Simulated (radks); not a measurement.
Numerical settings for the gallium ion Ga2+, [Ar] 3d10 4s1. Calculated with a radial shooting solver on a logarithmic mesh with Libxc functionals: Dirac Kohn-Sham, BLYP, spin-unpolarised, spherical densities, point nucleus. The defaults (mesh step 0.008 in ln r, mesh end at 40 bohr or more with all orbitals vanishing there, Anderson mixing 0.5 over 9 steps, residual threshold near 1e-9 with the energy settled to 1e-9 hartree or 1e-11 of itself, here a cap of 62 iterations) give E = -1943.4188 hartree and 4s1/2 at -26.258 eV in 15 iterations. Run on one thread of a shared host, so times are rough (Intel(R) Xeon(R) Platinum 8488C): 0.15 s of CPU time, 0.15 s wall, 15 iterations on 2486 mesh points. Changes against that run (0 stands for a change within the tolerance of the run):

setting                    iterations         converged  E (mhartree)  e(4s1/2) (meV)  CPU (s)
mesh step in ln r 0.2               2                no      diverged               -     0.01
mesh step in ln r 0.003            15               yes             0               0     0.42
mesh step in ln r 0.02             15               yes             0               0     0.09
mesh end (bohr) 2                  14  level above zero     +2.72e+03       +5.27e+04     0.14
mesh end (bohr) 12                 15               yes             0               0     0.17
residual threshold 0.1             10               yes      +0.00013           -1.39     0.14
residual threshold 1e-13           23               yes             0               0     0.23
mixing 0.01                        27               yes             0               0     0.28
linear mixing, mixing 1            62                no     +9.34e+04       +1.13e+04      1.9
linear mixing, mixing 0.2          62                no             0        -0.00584     0.58
mixing history 3                   18               yes             0               0     0.21
iteration cap 5                     5                no         +17.1            +527     0.07

Settled on a wrong energy, with an occupied level pushed above zero by the early mesh end: mesh end (bohr) 2 (+2.72 hartree). Apart from these: no run marked as converged misses the energy by more than 1 mhartree. A mesh that ends early acts as a hard wall.
